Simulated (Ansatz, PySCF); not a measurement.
B(NCO)2(OH) (C2HBN2O3), SMILES O=C=NB(O)N=C=O. Atoms are numbered in the order given.

```xyz
9

B     -0.7767     0.0044     0.0000
N     -0.4209     1.3984     0.0000
C      0.4435     2.2432     0.0000
O      1.2100     3.1256     0.0000
N      0.2438    -0.9977     0.0000
C      0.6013    -2.1499     0.0000
O      1.0349    -3.2361     0.0000
O     -2.0782    -0.3711     0.0000
H     -2.6739     0.3896     0.0000
```
Charge 0, spin multiplicity 1.

The structure is a stationary point at r2SCAN-D4/def2-SVP. The values are those of a single conformer.

Two levels are set side by side: PBE-D3(BJ)/def2-SVP (Ansatz, a program for electronic structure) and r2SCAN-D4/def2-SVP (Ansatz). Each level has its own optimised geometry; the coordinates shown are those of the second. Frequencies come from the Hessian of PySCF at each geometry. Differences are taken from unrounded values.

| quantity | r2SCAN-D4 | PBE-D3(BJ) | PBE-D3(BJ) minus r2SCAN-D4 |
|---|---|---|---|
| mean bond length (Å) | 1.243 | 1.249 | 0.007 |
| bond B1–N2 (Å) | 1.439 | 1.442 | 0.003 |
| bond B1–N5 (Å) | 1.430 | 1.431 | 0.001 |
| bond B1–O8 (Å) | 1.355 | 1.364 | 0.009 |
| bond N2–C3 (Å) | 1.209 | 1.215 | 0.006 |
| bond C3–O4 (Å) | 1.169 | 1.179 | 0.010 |
| bond N5–C6 (Å) | 1.206 | 1.211 | 0.004 |
| bond C6–O7 (Å) | 1.170 | 1.180 | 0.010 |
| bond O8–H9 (Å) | 0.966 | 0.975 | 0.009 |
| highest harmonic wavenumber (cm⁻¹) | 3853 | 3739 | -114 |
| mean harmonic wavenumber (cm⁻¹) | 990 | 964 | -26 |
| zero-point energy (kcal/mol) | 29.73 | 28.94 | -0.79 |
